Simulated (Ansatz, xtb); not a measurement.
# Relative energy of two isomers of C4H9NOSi

Structure X: `C=C1CCN[SiH2]O1`, a singlet. Structure Y: `O=C1CCC[SiH2]N1`, a singlet. Both are isolated molecules in the gas phase, relaxed with PBE-D3(BJ)/def2-SVP; the shapes shown needn't be the lowest conformers.

X (Å):

```yaml
atoms:
  - { symbol: C, position_ang: [-2.9942, 0.5810, -3.6567] }
  - { symbol: C, position_ang: [-2.1370, 0.1811, -2.6955] }
  - { symbol: C, position_ang: [-2.4793, 0.0834, -1.2262] }
  - { symbol: C, position_ang: [-2.1489, -1.2868, -0.6060] }
  - { symbol: N, position_ang: [-0.7216, -1.5805, -0.7410] }
  - { symbol: O, position_ang: [-0.8346, -0.1257, -3.0189] }
  - { symbol: Si, position_ang: [0.0414, -1.3780, -2.2894] }
  - { symbol: H, position_ang: [-4.0223, 0.8675, -3.3986] }
  - { symbol: H, position_ang: [-2.6675, 0.6461, -4.7040] }
  - { symbol: H, position_ang: [-3.5541, 0.3094, -1.0856] }
  - { symbol: H, position_ang: [-1.8937, 0.8536, -0.6761] }
  - { symbol: H, position_ang: [-2.4144, -1.2584, 0.4719] }
  - { symbol: H, position_ang: [-2.8059, -2.0626, -1.0745] }
  - { symbol: H, position_ang: [-0.3610, -2.2596, -0.0683] }
  - { symbol: H, position_ang: [-0.0228, -2.5675, -3.2187] }
  - { symbol: H, position_ang: [1.4755, -0.9633, -2.1421] }
```

Y (Å):

```xyz
16

C    -0.5173    0.5377   -2.2416
C    -1.9643    0.8500   -1.8508
C    -2.7088   -0.2027   -1.0184
C    -2.8964   -1.5296   -1.7770
N    -0.1924   -0.8006   -2.4375
O     0.3094    1.4281   -2.4009
Si   -1.2123   -2.2421   -2.2389
H    -2.5180    1.0334   -2.7998
H    -1.9252    1.8258   -1.3296
H    -2.1574   -0.3804   -0.0684
H    -3.6972    0.2078   -0.7213
H    -3.4858   -1.3589   -2.7039
H    -3.4639   -2.2675   -1.1725
H    -0.6437   -3.1146   -1.1491
H    -1.2302   -3.0506   -3.5090
H     0.7966   -0.8897   -2.7000
```

Energies in hartree; the thermal terms are from GFN2-xTB frequencies at re-optimised GFN2-xTB minima (ideal gas, soft modes damped towards free rotors, one conformer each, 298.15 K, 1 atm) and include the zero-point energy:

```
                              X           Y
E, CCSD(T)/def2-SVP  −575.771075  −575.793647
    E, MP2/def2-SVP  −575.670705  −575.695389
  E, MP2/def2-TZVPP  −576.341585  −576.357083
  zero-point energy     0.124060     0.125361
       H(298 K) − E     0.132929     0.133920
       G(298 K) − E     0.091861     0.093330
```

**Question.** Correct the CCSD(T) difference for the basis set by the MP2 change, then work out ΔE, ΔE₀, ΔH and ΔG for X → Y in kcal/mol (1 Eh = 627.51 kcal/mol) and the equilibrium ratio [Y]/[X].

**Answer.** 1. Differences Y − X: CCSD(T) −0.022572, MP2 in the small set −0.024684, MP2 in the large set −0.015498 Eh.
2. ΔE = −0.022572 + (−0.015498 − (−0.024684)) = −0.013386 Eh = −8.40 kcal/mol.
3. ΔE₀ = ΔE + ΔZPE = −0.013386 + (+0.001301) Eh = −7.58 kcal/mol.
4. ΔH = ΔE + (+0.000991) Eh = −7.78 kcal/mol.
5. ΔG = ΔE + (+0.001469) Eh = −7.48 kcal/mol, so ΔS = (ΔH − ΔG)/T = −4.2 J/(mol K).
6. kT = 0.9442 mEh, so K = [Y]/[X] = exp(−ΔG/kT) = exp(+12.62) ≈ 3.0 × 10^5.

Structure Y is favoured at this temperature. An error of 1 kcal/mol in ΔG would change K by a factor of 5.4. The basis-set step is large, which makes the value less sure. GFN2-xTB gave ΔE the other sign. Mirror images and further conformers aren't counted.

As drawn, Y has 1 C=O, 1 C–C, 1 C–Si in place of 1 C=C, 1 O–Si, 1 C–O.

Other levels gave ΔE = +7.8 (GFN2-xTB); −24.1 (HF/STO-3G, GFN2-xTB geometries); −18.2 (r2SCAN-D4/def2-SVP, GFN2-xTB geometries); −18.4 (PBE-D3(BJ)/def2-SVP); −12.2 (HF/def2-SVP); −15.5 (MP2/def2-SVP); −14.2 (CCSD(T)/def2-SVP) kcal/mol. The correlated steps freeze 11 core orbitals. Programs: Ansatz 0.2.0, xtb 6.7.1.
